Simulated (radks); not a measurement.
Task: These are the eigenvalues of the occupied orbitals of an atom or ion with whole-number occupations (hartree). Method: Dirac Kohn-Sham, HCTH/407, spin-unpolarised, spherical densities, finite nucleus; Fermi nuclear charge, rms radius of each element as measured or else 0.836 A^(1/3) + 0.57 fm; computed with a radial shooting solver on a logarithmic mesh with Libxc functionals.

1s1/2: -806.7768
2s1/2: -117.2868
2p1/2: -108.5492
2p3/2: -103.7376
3s1/2: -21.77600
3p1/2: -18.37546
3p3/2: -17.55618
3d3/2: -11.52730
3d5/2: -11.36698
4s1/2: -4.10212
4p1/2: -3.07636
4p3/2: -2.94765
4d3/2: -1.39671
4d5/2: -1.38117

Which element is it, and in what charge state? The configuration may be excited. Open shells, if any, fill j = l - 1/2 first.

Result: Z = 44, ruthenium, charge +3: Ru3+ in [Kr] 4d5. The list shows which subshells hold electrons but not how many an open one holds; the 1s level, -806.78 hartree, gives Z - s = 40.2 by -(Z - s)^2/2, which with screening and relativity narrows Z to a few neighbours, and the depths of the outer levels then fix element, charge and occupations together.
